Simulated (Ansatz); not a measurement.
The same path of FH$_{3}$O$_{2}$Si (7 atoms, charge 0, multiplicity 1) was run twice with different band settings. Lost on the way: Si1–H2, Si1–O3. Made: H2–O3.

These are results of RKS PBE/def2-SVP (Ansatz 0.2.0), not measurements.

Relaxed end points:

```xyz
7
Properties=species:S:1:pos:R:3
Si 0.226 -0.119 0.461
H -0.040 0.319 1.855
O 1.868 -0.204 0.289
H 2.179 -0.687 -0.497
F -0.438 0.999 -0.535
O -0.424 -1.594 0.041
H -1.349 -1.576 -0.262
```

```xyz
7
Properties=species:S:1:pos:R:3
Si -0.705 0.230 0.269
H 1.534 -0.189 1.668
O 1.425 0.058 0.727
H 1.415 -0.806 0.241
F -0.288 1.179 -1.021
O -0.399 -1.319 -0.459
H -0.961 -2.016 -0.074
```

Common settings: climbing image yes; spring 5.0 eV/Å²; optimiser quadratic models (default); start path through a guess of the saddle point; force threshold 0.05 eV/Å; iteration limit 60; end points relaxed.

| run | movable images |
| --- | --- |
| 1 | 5 |
| 2 | 3 |

(1) What does each run give, and how far can it be trusted?

## Answers

(1) Run 1: converged after 18 iterations, highest image 2.967 eV above the first end. Neighbouring images differ by up to 1.5 eV, so the band resolves the path poorly. A vibrational analysis at the climbing image gives one clearly imaginary mode, 1263i cm⁻¹: a first-order saddle point.
Run 2: converged after 13 iterations, highest image 2.967 eV above the first end. Neighbouring images differ by up to 2.1 eV, so the band resolves the path poorly. Another band between the same ends (5 images) ends at a top of the same energy, where a vibrational analysis finds 1 clearly imaginary mode. So few images can step over the top or miss a turn of the path.
The orbitals stay closed-shell, which can raise the energy where a bond breaks towards radicals; this wasn't checked here.
